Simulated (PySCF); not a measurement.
C₆H₈N₂.
Cartesian coordinates in Å at the GFN2-xTB level; atoms count from 1:
```xyz
16
C6H8N2 angstrom
C      2.4172    0.5710   -0.4264
C      1.9837   -0.6641   -0.6637
N      0.7829   -0.9919   -1.2396
C     -0.3614   -0.6494   -0.8611
C     -0.7212    0.1116    0.4017
C     -1.9891   -0.4521    1.0498
C     -0.9207    1.4927    0.0295
N     -1.0835    2.5797   -0.2858
H      1.7982    1.4330   -0.6127
H      3.4257    0.7550   -0.1034
H      2.6308   -1.5243   -0.5421
H     -1.1984   -0.9469   -1.4843
H      0.1275    0.0706    1.0976
H     -1.8342   -1.4955    1.3162
H     -2.2350    0.1063    1.9506
H     -2.8301   -0.3868    0.3623
```

The calculation used TDDFT wB97X-D/def2-SVPD, vertical, gas phase, core orbitals frozen in the response in PySCF 2.14.0, density-fitted response routines.

Ground-to-excited transition dipoles (e·a0, same axes as the geometry; the sign carries no meaning), for the states with f of 0.002 or more among the lowest 7:

| state | E (eV) | μx | μy | μz |
| --- | --- | --- | --- | --- |
| S1 | 4.318 | 0.554 | 0.272 | 0.044 |
| S2 | 6.427 | -0.493 | 0.112 | 0.003 |
| S3 | 6.554 | 1.093 | 0.582 | 0.068 |
| S4 | 7.038 | -0.209 | -0.264 | -0.365 |
| S5 | 7.292 | 0.011 | -0.012 | 0.126 |
| S6 | 7.430 | -0.175 | 0.180 | 0.086 |
| S7 | 7.518 | 0.389 | -0.273 | -0.170 |

Work out the oscillator strengths.

f = (2/3) ΔE |μ|² with ΔE in hartree (27.2114 eV).

```json
{"state": "S1", "|μ|² (au)": "0.383", "|μ| (D)": "1.57", "f": "0.041"}
{"state": "S2", "|μ|² (au)": "0.256", "|μ| (D)": "1.29", "f": "0.040"}
{"state": "S3", "|μ|² (au)": "1.538", "|μ| (D)": "3.15", "f": "0.247"}
{"state": "S4", "|μ|² (au)": "0.247", "|μ| (D)": "1.26", "f": "0.043"}
{"state": "S5", "|μ|² (au)": "0.016", "|μ| (D)": "0.32", "f": "0.003"}
{"state": "S6", "|μ|² (au)": "0.071", "|μ| (D)": "0.68", "f": "0.013"}
{"state": "S7", "|μ|² (au)": "0.255", "|μ| (D)": "1.28", "f": "0.047"}
```

What angle do the transition dipoles of S1 and S6 make?

|cos θ| = |μa·μb| / (|μa| |μb|) = 0.27, so θ ≈ 74° (taken between 0 and 90°, since the signs are arbitrary).

What peak molar absorption coefficient would the strongest computed level give as a lone Gaussian band 0.4 eV wide at half height?

ε(max) = 2.175×10⁸ f / FWHM, with the width in cm⁻¹. S3: 2.175×10⁸ × 0.2470 / 3226 ≈ 17000 L mol⁻¹ cm⁻¹.

The run took 43 s on one thread, x86-64 server (shared host).

One conformer stands for the species.
